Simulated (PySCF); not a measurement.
**Radial density of Au²⁺ (gold, charge +2)**

r2SCANh, [Xe] 4f14 5d8 6p1, one real determinant (an excited configuration). All numbers are calculated (PySCF 2.14, a scalar-relativistic core potential, in def2-TZVPPD with the def2 core potential (60 electrons)). This is the valence pseudo-density: the core potential removes the inner electrons and smooths the orbitals near the nucleus.

| r (bohr) | 4πr²ρ (e/bohr) | 4πr²(ρα − ρβ) |
| --- | --- | --- |
| 0.139 | 9.547e-05 | 0.0000 |
| 0.234 | 0.003113 | 0.0003 |
| 0.394 | 0.2571 | 0.0146 |
| 0.662 | 7.884 | 0.4672 |
| 1.11 | 15.69 | 1.7598 |
| 1.87 | 4.160 | 1.0274 |
| 3.15 | 0.5971 | 0.4296 |
| 5.30 | 0.03942 | 0.0387 |
| 8.91 | 7.598e-05 | 0.0001 |

⟨L²⟩ = 14.02 against 20 for a pure G term, so this real determinant mixes terms. Energies and moments cover only the electrons outside the core potential. Spin-orbit coupling, absent here, splits the open shell strongly.
